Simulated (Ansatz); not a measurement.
# Which method gave which barrier?

Saddle point of ZnAsH5O2, singlet (ZnH₂O₂ ([OH][Zn][OH]) + AsH₃ → ZnAsH₃O ([OH][Zn][AsH2]) + H₂O (still joined by a long Zn–O bond); bonds formed: O2–H4; dative contacts that become bonds: Zn1–As5; bonds broken: H4–As5; bonds weakened to dative contacts: Zn1–O2), PBE0-D4/def2-TZVP structure:

Zn1  (-0.405, -0.830, -0.289)
O2  (0.601, -0.404, 1.309)
O3  (-1.222, -2.206, -1.111)
H4  (0.764, 0.899, 0.915)
As5  (0.128, 1.588, -0.484)
H6  (0.998, -0.938, 2.000)
H7  (-1.175, -3.029, -0.621)
H8  (-0.818, 2.735, -0.294)
H9  (1.130, 2.184, -1.425)
(Å)

Ansatz 0.2.0; basis: def2-TZVPP, with def2-QZVPP for the basis limit; cores frozen in the correlated methods. The 3s and 3p shells of Cu and Zn are frozen; filled d shells are correlated. The def2 sets are not built for correlating such inner shells, so the correlated values are less sure here. Extrapolation: Hartree–Fock as exp(−7.88 √X), correlation as X^−2.97. Four methods, as single points on the PBE0-D4 structures, gave these electronic barriers from the start structure: 52.0, 82.1, 101.3, 126.1 kJ/mol.

(1) The methods were, in alphabetical order, BHLYP-D4, HF, PBE0-D4, SPW92. Which gave which? (Judge from chemistry; the calculation decides.)

T1 diagnostic: at most 0.016.

Results:

(1) The calculation gives: SPW92 52.0; PBE0-D4 82.1; BHLYP-D4 101.3; HF 126.1 kJ/mol. For comparison, CCSD(T) at an estimated basis limit (MP2 extrapolated from triple and quadruple zeta, plus CCSD(T) − MP2 in triple zeta) gives 93.0 kJ/mol.

Labels in which every atom is bracketed show which atoms are joined, not bond orders.

For scale, one of the runs: CCSD(T)/def2-TZVPP, 244 basis functions, launched by `ansatz run in.yaml --threads 8 --pin off --events-out ev --progress --plain --max-ram 19148MiB`. The run took 3.3 min on 8 CPU threads of an Intel Xeon (shared host), with 5.1 GiB of host memory at its peak.
